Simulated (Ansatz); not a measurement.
`NB[SeH]` + PH₃ → `P[SeH]` + `BN` at 298.15 K and 1 bar (ligand exchange at the Se–B bond).

Isolated molecules relaxed with PBE0-D4/def2-TZVP in Ansatz; ΔE leaves out vibrations. CCSD(T)/CBS adds triple-zeta CCSD(T) − MP2 to the extrapolated MP2 energy (def2 sets, frozen cores). This one scheme is used for every species. For Se outer-core shells are correlated without core-valence functions, which leaves a few kJ/mol of doubt a bond. Scalar relativity is left out up to krypton. Each species was taken in one conformer, which may not be the lowest.

| species | CCSD(T)/CBS energy (Eh) | H − E (kJ/mol) | S (J/(mol·K)) |
| --- | --- | --- | --- |
| `NB[SeH]` | -2482.67368 | 141.8 | 290.2 |
| PH₃ | -342.72256 | 73.1 | 210.2 |
| `P[SeH]` | -2743.44381 | 80.6 | 280.3 |
| `BN` | -81.93499 | 137.2 | 228.1 |

H − E and S are ideal-gas, rigid-rotor, harmonic terms from PBE0-D4/def2-TZVP, for one conformer and one mirror image of each species. 1 Eh = 2625.50 kJ/mol, R = 8.31446 J/(mol·K).

Question: By hand: ΔE, ΔH, ΔS and ΔG.

Answer: ΔE = (-2743.44381) + (-81.93499) − (-2482.67368) − (-342.72256) = 0.01744 Eh = 45.8 kJ/mol. Δ(H − E) = 80.6 + 137.2 − 141.8 − 73.1 = 2.9, so ΔH = 48.7 kJ/mol. ΔS = 280.3 + 228.1 − 290.2 − 210.2 = 8.0 J/(mol·K). ΔG = 48.7 − 298.15 × (8.0)/1000 = 46.3 kJ/mol.

Question: By hand: the equilibrium constant, and the temperature at which ΔG would vanish if ΔH and ΔS stayed fixed.

Answer: log₁₀ K = −ΔG/(RT ln 10) = -8.1. ΔG = 0 at ΔH/ΔS = 6088 K, far beyond where these terms or the molecules hold.

The number of gas molecules stays the same, so ΔS is small and ΔH decides. A doubt of 5 kJ/mol in ΔE shifts log₁₀ K by 0.9 here. Other conformers and mirror images would add mixing entropy, several J/(mol·K) or more a flexible species. These are equilibria of isolated gas molecules and say nothing of rates. Largest T1 diagnostic: 0.013 (customary marks: 0.02 for closed shells, 0.045 for open ones).
